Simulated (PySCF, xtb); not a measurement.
(2S)-1-bromo-2-fluoropropane (C3H6BrF), SMILES [C@H](F)(C)CBr. One conformer was computed; it need not be the lowest.

Harmonic wavenumbers (cm⁻¹) from xtb with GFN2-xTB at its own minimum, in rising order: 85, 176, 199, 309, 376, 449, 677, 848, 893, 943, 1046, 1086, 1138, 1184, 1229, 1298, 1308, 1404, 1433, 1468, 1487, 2912, 2999, 2999, 3040, 3055, 3055.

Task: What does B3LYP-D3(BJ)/def2-SVP in PySCF give at its own minimum? (The exact figures need the calculation; the answer reports its results.)

Result: 104, 187, 241, 321, 389, 458, 691, 839, 885, 948, 1040, 1108, 1158, 1214, 1236, 1363, 1375, 1412, 1451, 1461, 1476, 3044, 3053, 3098, 3132, 3147, 3175. Paired by order, the mean absolute difference is 37 cm⁻¹ and the zero-point energies are 53.0 and 54.3 kcal/mol.
